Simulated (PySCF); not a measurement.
Computed shifts of a molecule CH5FO3Si, B3LYP/pcSseg-1 (PySCF), GIAO, gas phase, atoms alike by connectivity averaged where their shifts nearly agree, in ppm (number of nuclei): ¹³C: 56.5 (1). ²⁹Si: -81.4 (1). ¹⁹F: -166.4 (1). ¹H: 4.07 (3), 2.19 (2). References: ¹³C against TMS (σ = 181.3 ppm); ¹⁷O against H2O (σ = 333.8 ppm); ²⁹Si against TMS (σ = 338.7 ppm); ¹⁹F against CFCl3 (σ = 161.7 ppm); ¹H against TMS (σ = 31.68 ppm), references at their B3LYP-D3(BJ)/def2-TZVP geometries, non-relativistic. Coordinates come from a r2SCAN-D4/def2-SVP optimisation. The values are those of a single conformer.

Identify the compound among the candidates.
A) O[Si](O)(O)CF
B) OC[Si](O)(O)F
C) CO[Si](O)(O)F

C, CO[Si](O)(O)F
